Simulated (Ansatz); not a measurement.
Start from `C[SiH2][GaH][Cl]` and change one element to get `C[SiH2]BCl`.

Ansatz, PBE0-D4/def2-TZVP geometries, multiplicity 1. Each molecule was computed in one conformer, which needn't be the lowest.

Scalar relativity is left out up to krypton.

```csv
property,`C[SiH2][GaH][Cl]`
zero-point energy (PBE0-D4/def2-TZVP) / kJ/mol,162.0
size of the dipole moment (ωB97M-V/def2-TZVPP) / D,3.19
HOMO energy (PBE0/def2-TZVPP) / eV,-7.56
LUMO energy (PBE0/def2-TZVPP) / eV,-1.97
size of the dipole moment (B3LYP/def2-TZVPP) / D,3.17
HOMO–LUMO gap (B3LYP/def2-TZVPP) / eV,5.15
```

Give the same properties after the change, and the shifts. (Best estimate.)

Computed: 
| property | `C[SiH2]BCl` | shift |
| --- | --- | --- |
| zero-point energy (PBE0-D4/def2-TZVP) / kJ/mol | 175.9 | 13.9 |
| size of the dipole moment (ωB97M-V/def2-TZVPP) / D | 0.57 | -2.62 |
| HOMO energy (PBE0/def2-TZVPP) / eV | -7.76 | -0.20 |
| LUMO energy (PBE0/def2-TZVPP) / eV | -2.12 | -0.15 |
| size of the dipole moment (B3LYP/def2-TZVPP) / D | 0.57 | -2.60 |
| HOMO–LUMO gap (B3LYP/def2-TZVPP) / eV | 5.28 | 0.13 |

With PBE0 the HOMO falls by 0.20 eV and the LUMO falls by 0.15 eV, so the gap widens by about 0.05 eV. PBE moves the HOMO by -0.08 eV and ωB97M-V by -0.33 eV. Dipoles are sizes alone; their direction can turn.

B3LYP here is the variant with VWN-RPA as its local correlation; programs differ in this.
